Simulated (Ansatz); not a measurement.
Ansatz (a quantum-chemistry and plane-wave program) input (MP2/6-311+G**): The .json file is the Basis Set Exchange's 6-311+G**.

Ansatz 0.2 input:
```yaml
crystal:
  periodic: [false, false, false]
  atoms:
    - {symbol: C, position_ang: [1.14107200, -1.23853600, 0.56627100]}
    - {symbol: Si, position_ang: [0.02888600, -0.08673500, -0.42960300]}
    - {symbol: C, position_ang: [-1.75960100, -0.18757900, 0.15904900]}
    - {symbol: N, position_ang: [0.57383900, 1.53640500, -0.12235300]}
    - {symbol: H, position_ang: [0.85290400, -2.28035200, 0.41508600]}
    - {symbol: H, position_ang: [1.06246400, -1.00863800, 1.63347400]}
    - {symbol: H, position_ang: [2.18748100, -1.13806200, 0.27161400]}
    - {symbol: H, position_ang: [-2.16605600, -1.18653800, -0.00874200]}
    - {symbol: H, position_ang: [-2.39634700, 0.52272600, -0.37190400]}
    - {symbol: H, position_ang: [-1.81721900, 0.03471400, 1.22919900]}
    - {symbol: H, position_ang: [1.55456300, 1.75671700, -0.21659800]}
    - {symbol: H, position_ang: [0.01210400, 2.31557200, -0.43314200]}
basis:
  gaussian:
    orbitals: 6-311+G__.json
magnetization: {spin_polarized: true, initial_magnetization: 1}
correlation: {method: mp2, electrons: outside_noble_gas}
```

Output:

```
Functional definition: HF
integrals: 0.16 GiB planned
1128 factors; integrals over basis functions are off by at most 1.1e-3 eV
mean field: 0.53 GiB planned
mean field evaluation 1: about -11527.6155 eV, gradient 3.2e1 eV
mean field evaluation 2: about -11527.6164 eV, gradient 3.2e1 eV
mean field evaluation 4: about -11532.8619 eV, gradient 3.2e0 eV
mean field evaluation 8: about -11532.9677 eV, gradient 1.5e-1 eV
mean field -11532.96836301 eV, -423.8287700137 hartree, gradient 2.2e-6 eV, S^2 0.753939; 0 other end points of the search recorded, 0 dependent functions left out
8 core orbitals not correlated
reference -11532.96836301 eV, -423.8287700137 hartree; 13, 12 occupied and 124, 125 virtual orbitals, 1128 factors
second order -15.83274691 eV of doubles, -0.00000000 eV of singles
Total energy: -11548.80110992 eV, -424.4106127309 hartree
```

The geometry given is a B3LYP-D3(BJ)/def2-TZVP minimum.
